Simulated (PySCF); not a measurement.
Electron correlation in Os (osmium, neutral)

[Xe] 4f14 5d7 6s1, high-spin 5F determinant (an excited configuration). All numbers are calculated (PySCF 2.14, scalar relativity through the core potential, in def2-QZVPPD with the def2 core potential (60 electrons) (7s5p4d4f2g, 88 functions)). Frozen: 5s2 5p6; 8 electrons correlated.

| level | correlation energy (mhartree) |
| --- | --- |
| CCSD | -190.68 |
| (T) | -9.12 |
| CCSD(T) | -199.80 |

Diagnostics: T1 = 0.012, D1 = 0.0355, largest double amplitude 0.027.

Spin-orbit coupling, absent here, splits the open shell strongly.

Cost of the coupled-cluster step: about 13 core-seconds, for 8 correlated electrons.
